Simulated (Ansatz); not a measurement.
Computed with Ansatz on PBE0-D4/def2-TZVP structures; ΔE is electronic, products minus reactants. CCSD(T)/CBS adds triple-zeta CCSD(T) − MP2 to the extrapolated MP2 energy (def2 sets, frozen cores). This one scheme is used for every species. Functionals use def2-TZVPP. B3LYP here is the variant with VWN-RPA as its local correlation; programs differ in this. For Br outer-core shells are correlated without core-valence functions, which leaves a few kJ/mol of doubt a bond. Scalar relativity is left out up to krypton. One conformer a species, not always the lowest.

Reaction (hydrogenolysis of the Si–Si bond): `C[SiH2][SiH2]Br` + H₂ → `[SiH3]Br` + `C[SiH3]`

`C[SiH2][SiH2]Br`:

Z-matrix (Å, degrees):
```
C
Si 1 1.872
H 1 1.092 2 110.9
H 1 1.092 2 110.7 3 -120.2
H 1 1.092 2 110.3 3 119.9
Si 2 2.339 1 110.3 3 -62.4
H 2 1.489 1 111.1 3 178.3
H 2 1.491 1 111.2 3 57.9
Br 6 2.239 2 107.5 1 -54.5
H 6 1.486 2 112.8 1 63.0
H 6 1.485 2 113.5 1 -172.9
```

H₂:

Cartesian coordinates in Å:
```
H 0.299 -0.043 0.219
H -0.299 0.043 -0.219
```

`[SiH3]Br`:

Z-matrix (Å, degrees):
```
Si
Br 1 2.219
H 1 1.480 2 108.4
H 1 1.481 2 108.4 3 -120.0
H 1 1.481 2 108.4 3 120.0
```

`C[SiH3]`:

Z-matrix (Å, degrees):
```
C
Si 1 1.871
H 1 1.092 2 110.8
H 1 1.092 2 110.8 3 -120.0
H 1 1.092 2 110.8 3 120.0
H 2 1.488 1 110.7 3 -179.9
H 2 1.488 1 110.7 3 -59.9
H 2 1.488 1 110.7 3 60.1
```

(1) Is it downhill or uphill in electronic energy at CCSD(T)/CBS, and by how much? (Estimate.)

(2) What do these levels give: PBE-D4, r2SCAN-D4, B3LYP-D4, ωB97X-V, PBE, r2SCAN, PBE0, MP2/def2-TZVPP, SCS-MP2/def2-TZVPP, SCS-MP2/def2-QZVPP, HF/CBS(def2), CCSD/CBS(def2)? (Best estimate.)

Largest T1 diagnostic among the species: 0.010.

## Answers

(1) Computed: Downhill: ΔE = -0.16 eV.

(2) The calculation gave: PBE-D4 -0.01, r2SCAN-D4 -0.11, B3LYP-D4 -0.16, ωB97X-V -0.19, PBE -0.10, r2SCAN -0.13, PBE0 -0.16, MP2/def2-TZVPP -0.19, SCS-MP2/def2-TZVPP -0.27, SCS-MP2/def2-QZVPP -0.25, HF/CBS(def2) -0.54, CCSD/CBS(def2) -0.22 eV.

From PBE to PBE0 (25 % exact exchange), in def2-TZVPP and without D4, ΔE moves by −0.06 eV. In def2-TZVPP, CCSD(T) changes the Hartree–Fock value by +0.33 eV (the triples alone add +0.06 eV) and MP2 by +0.34 eV. The D4 term adds +0.14 eV with B3LYP and +0.08 eV with PBE0; it sums over pairs of atoms, weighted by their polarisabilities, and B3LYP, whose exchange is more repulsive, gets the larger term.
